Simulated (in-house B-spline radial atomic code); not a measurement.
# Functionals against NIST's ionisation energies along a row: Rb²⁺ to Xe²⁺

Ionisation energies as differences of self-consistent total energies from an all-electron radial atomic-structure program (B-spline basis): all electrons, radial basis limit, scalar-relativistic (one-electron X2C), spin-polarised at highest spin, spherical densities; exact exchange is averaged over the determinants of each configuration. No spin-orbit coupling, Breit or QED terms. NIST's values run from ground level to ground level, so in open shells the differences also hold multiplet and fine-structure energies that spherical high-spin averages miss. For p electrons of heavy elements the spin-orbit part alone reaches an electronvolt or more. Columns give computed minus NIST, in eV; a star marks a semi-empirical value. Species are left out where the tabulated value is theory, is uncertain by more than 0.12 eV, or (13 ions, such as In⁴⁺, Te⁴⁺ and Bi⁴⁺) lies off its series for all methods alike, which flatters the means a little.

```json
{"species": "Rb²⁺", "shell": "4p", "NIST (eV)": "39.25*", "Hartree-Fock": "-1.15", "RPBE": "-0.04", "PBE0": "+0.06", "BHandHLYP": "-0.03", "revTPSS": "+0.11"}
{"species": "Sr²⁺", "shell": "4p", "NIST (eV)": "42.88", "Hartree-Fock": "-0.67", "RPBE": "+0.07", "PBE0": "+0.23", "BHandHLYP": "+0.16", "revTPSS": "+0.31"}
{"species": "Zr²⁺", "shell": "4d", "NIST (eV)": "23.17*", "Hartree-Fock": "-1.23", "RPBE": "-0.06", "PBE0": "-0.09", "BHandHLYP": "-0.33", "revTPSS": "-0.28"}
{"species": "Cd²⁺", "shell": "4d", "NIST (eV)": "37.47 ± 0.006", "Hartree-Fock": "-1.39", "RPBE": "+0.26", "PBE0": "+0.21", "BHandHLYP": "-0.03", "revTPSS": "+0.20"}
{"species": "In²⁺", "shell": "5s", "NIST (eV)": "28.04", "Hartree-Fock": "-1.42", "RPBE": "+0.34", "PBE0": "+0.16", "BHandHLYP": "+0.03", "revTPSS": "+0.06"}
{"species": "Sn²⁺", "shell": "5s", "NIST (eV)": "30.51", "Hartree-Fock": "-1.98", "RPBE": "-0.01", "PBE0": "-0.17", "BHandHLYP": "-0.28", "revTPSS": "-0.22"}
{"species": "Sb²⁺", "shell": "5p", "NIST (eV)": "25.32", "Hartree-Fock": "-1.28", "RPBE": "-0.79", "PBE0": "-0.64", "BHandHLYP": "-0.60", "revTPSS": "-0.82"}
{"species": "Te²⁺", "shell": "5p", "NIST (eV)": "27.84 ± 0.04", "Hartree-Fock": "-0.88", "RPBE": "-0.36", "PBE0": "-0.24", "BHandHLYP": "-0.37", "revTPSS": "-0.26"}
{"species": "I²⁺", "shell": "5p", "NIST (eV)": "29.57 ± 0.03", "Hartree-Fock": "+0.40", "RPBE": "+0.68", "PBE0": "+0.84", "BHandHLYP": "+0.67", "revTPSS": "+0.86"}
{"species": "Xe²⁺", "shell": "5p", "NIST (eV)": "31.05 ± 0.04*", "Hartree-Fock": "-1.88", "RPBE": "-0.81", "PBE0": "-0.62", "BHandHLYP": "-0.54", "revTPSS": "-0.77"}
```

Task: How do the methods rank, and which species is hardest?

Result: Mean absolute (signed) differences: BHandHLYP 0.30 (-0.13) eV; PBE0 0.33 (-0.03) eV; RPBE 0.34 (-0.07) eV; revTPSS 0.39 (-0.08) eV; Hartree-Fock 1.23 (-1.15) eV. For Sb²⁺, which loses a 5p electron, the nearest method is off by -0.60 eV, the largest such miss. The first two are tied within the accuracy of the references.
